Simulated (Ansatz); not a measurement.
Ansatz (a first-principles code) input (PBE0/def2-QZVPP):
A basis named .json is the Basis Set Exchange file of that set.

Ansatz 0.2 input:
```yaml
crystal:
  periodic: [false, false, false]
  atoms:
    - {symbol: C, position_ang: [1.21632433, -0.06610190, -0.33003638]}
    - {symbol: C, position_ang: [-0.01604231, -0.01371774, 0.04003491]}
    - {symbol: O, position_ang: [-1.16868300, 0.10870740, 0.20657606]}
    - {symbol: H, position_ang: [2.14777190, -0.39074138, 0.08740038]}
basis:
  gaussian:
    orbitals: def2-QZVPP.json
hamiltonian:
  xc: {name: PBE0}
magnetization: {spin_polarized: true, initial_magnetization: 1}
```

End of the output:

```
integrals: 0.06 GiB planned
578 factors; their error is unknown
mean field: 0.86 GiB planned
mean field evaluation 1: about -4128.6126 eV, gradient 2.6e1 eV
mean field evaluation 2: about -4128.9826 eV, gradient 2.5e1 eV
mean field evaluation 4: about -4131.2426 eV, gradient 2.1e0 eV
mean field evaluation 8: about -4131.2631 eV, gradient 6.0e-2 eV
mean field evaluation 16: about -4131.2666 eV, gradient 1.2e-4 eV
mean field -4131.26659935 eV, -151.8212472529 hartree, gradient 1.3e-5 eV, S^2 0.760140; 1 other end points of the search recorded, 0 dependent functions left out
reference -4131.26662428 eV, -151.8212481691 hartree; 11, 10 occupied and 190, 191 virtual orbitals, 578 factors
Total energy: -4131.26662428 eV, -151.8212481691 hartree
```

It need not be the lowest isomer of its formula.
